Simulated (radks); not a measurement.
The numbers below are computed, except where a source is named.
Nd53+, 7 electrons, occupied as [He] 2s2 2p3.

Level of theory: scalar-relativistic Kohn-Sham, PBEsol, spin-polarised, spherical densities, finite nucleus; open shells are filled with parallel spins first (spin-orbit coupling, left out, can overturn this in heavy ions); Fermi nuclear charge, rms radius 4.9123 fm (a radial shooting solver on a logarithmic mesh with Libxc functionals).

Energy parts (eV):
part                      energy
total                 -159551.70
kinetic                174035.27
electron-nucleus      -340894.53
Hartree                  9398.66
exchange-correlation    -2091.09

Orbitals (lengths in bohr, moments of r in powers of bohr; r(90%) holds 90 % of the orbital's charge):
| orbital | occ. | eigenvalue (eV) | r(90%) | <r^4> | <r^2> |
|---|---|---|---|---|---|
| 1s up | 1 | -48220.72 | 0.0426 | 1.509e-06 | 0.0007567 |
| 1s down | 1 | -48176.53 | 0.0425 | 1.503e-06 | 0.0007552 |
| 2s up | 1 | -11273.04 | 0.150 | 0.0002085 | 0.01114 |
| 2s down | 1 | -11200.15 | 0.150 | 0.0002111 | 0.01121 |
| 2p up | 3 | -10637.50 | 0.137 | 0.0001457 | 0.008713 |
| 2p down | 0 | -10549.77 | 0.138 | 0.0001483 | 0.008783 |

The highest occupied level is 2p up at -10637.5 eV. The spin density at the nucleus is -92.6 e/bohr^3 (1s -320.1, 2s 227.5).
